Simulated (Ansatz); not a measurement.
The first iterations of a band of GaH4NO (7 atoms, charge 0, multiplicity 1).

Method: RKS PBE-D4/def2-SVP (Ansatz 0.2.0).

```
movable images  : 7
climbing image  : yes
spring          : 5.0 eV/Å²
optimiser       : quadratic models (default)
start path      : through a guess of the saddle point
force threshold : 0.05 eV/Å
iteration limit : 60
end points      : relaxed
```

Initial state:

```xyz
7
Properties=species:S:1:pos:R:3
Ga 0.114 -0.285 0.300
H 0.033 -0.739 1.796
O 1.659 0.028 -0.588
H 2.438 -0.121 -0.024
N -1.331 -0.003 -0.761
H -2.300 -0.122 -0.470
H -1.251 0.291 -1.735
```

Final state:

```xyz
7
Properties=species:S:1:pos:R:3
Ga -0.326 1.255 0.650
H 1.450 -0.967 1.036
O 1.336 -0.317 0.316
H 0.521 -0.626 -0.261
N -0.906 -0.062 -0.790
H -1.829 -0.503 -0.666
H -0.884 0.268 -1.767
```

| iteration | highest image above the first end (eV) | largest band force component (eV/Å) |
| --- | --- | --- |
| 1 | 4.168 | 16.772 |
| 2 | 2.744 | 2.070 |
| 3 | 2.248 | 1.811 |
| 4 | 2.008 | 3.502 |

Question: Does the band converge within its limit, and where does its top end?

Answer: The run converged. It ended after 14 iterations with the highest image 2.091 eV above the first end. Neighbouring images differ by up to 1.3 eV, so the band resolves the path poorly. A vibrational analysis at the climbing image gives one clearly imaginary mode, 1110i cm⁻¹: a first-order saddle point. The orbitals stay closed-shell, which can raise the energy where a bond breaks towards radicals; this wasn't checked here.

Run time: 3.3 min on 1 thread of Arm Neoverse V1, on a shared host, peak memory 0.12 GiB.
